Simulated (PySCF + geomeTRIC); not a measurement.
Species: [Mo(F)6] (charge 0, multiplicity 1).

### Question
Give a relaxed geometry from TPSS-D3(BJ)/def2-SVP run with PySCF + geomeTRIC.

### Answer
the end point of this relaxation.
Cartesian coordinates (Å) in one orientation:
```xyz
7

Mo     0.000     0.000     0.000
F      0.563    -0.989    -1.445
F      1.588    -0.353     0.857
F     -0.564     0.989     1.445
F      0.736     1.513    -0.744
F     -1.589     0.354    -0.857
F     -0.737    -1.512     0.744
```
